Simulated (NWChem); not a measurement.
## Atomisation of hydrogen bromide (HBr)

```xyz
2

Br     0.0000     0.0000     0.0397
H      0.0000     0.0000    -1.3885
```
Charge 0, spin multiplicity 1.

The numbers come from NWChem runs, not from measurements. All single points use one geometry, from B3LYP/def2-SVP, a minimum by its harmonic frequencies.

Basis set: def2-TZVP. The atomisation energy is electronic alone: no zero-point, thermal, spin-orbit or counterpoise terms. No value is extrapolated to the basis-set limit. Free atoms are single determinants with multiplicities Br 2, H 2. Correlated methods freeze the same cores in atoms and molecule, 9 orbitals in all.

Costs are rough ratios of processor time within this set of runs, SCF included, with HF as 1. Costs are the molecule's.

The Hamiltonian is non-relativistic. The correlated methods keep 9 core orbitals frozen. B3LYP has NWChem's definition, with VWN1-RPA local correlation. The stability of the SCF solutions was not checked. Open-shell Hartree-Fock references start from PBE0 orbitals; any time given for them includes that run. Coupled-cluster values serve here as a point of comparison, not as the truth.

```csv
method,atomisation energy (kcal/mol),relative cost
B3LYP,(withheld),under 3
BP86,95.3,under 3
HF,64.5,1
CCSD(T),89.3,6
M06-2X,89.2,under 3
BLYP,91.0,under 3
PBE,92.5,under 3
MP2,(withheld),under 3
PBE0,91.1,under 3
```

Task: Some entries are withheld; supply them.

Result: 
- B3LYP, atomisation energy (kcal/mol): 91.5
- MP2, atomisation energy (kcal/mol): 88.8
